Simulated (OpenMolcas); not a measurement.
**Exact exchange and the dipole moment of GeClF**

GeClF: 3 atoms, total charge 0, spin state singlet. SMILES: `[F][Ge][Cl]`. The shape is that of a PBE0-D4/def2-TZVP optimisation.

The dipole moment y, in D, basis def2-TZVP; a is the functional's share of exact exchange. Programs: OpenMolcas 26.06.

| functional | program | a | y (D) |
| --- | --- | --- | --- |
| BLYP | OpenMolcas | 0 | 2.17 |
| PBE | OpenMolcas | 0 | 2.09 |
| B3LYP | OpenMolcas | 0.2 | ? |
| PBE0 | OpenMolcas | 0.25 | 2.25 |
| BHLYP | OpenMolcas | 0.5 | 2.46 |

Problem. Fit y = c + s·a to the known rows and predict B3LYP.

Solution. 
1. Means of the 4 rows: a = 0.1875, y = 2.242.
2. Σ(Δa)² = 0.17188, Σ(Δa·Δy) = 0.11063, so the slope is 0.11063/0.17188 = 0.64365.
3. Intercept: 2.242 − (0.64365) × 0.1875 = 2.121. The largest residual of the fit is 0.049.
4. B3LYP: 2.121 + (0.64365) × 0.2 = 2.25 D.

The run gave 2.32 D, so the prediction is off by -0.07 D, about the scatter of the fit. More exact exchange makes the molecule more polar here. The rows mix families of semi-local functionals, which the line can't see.
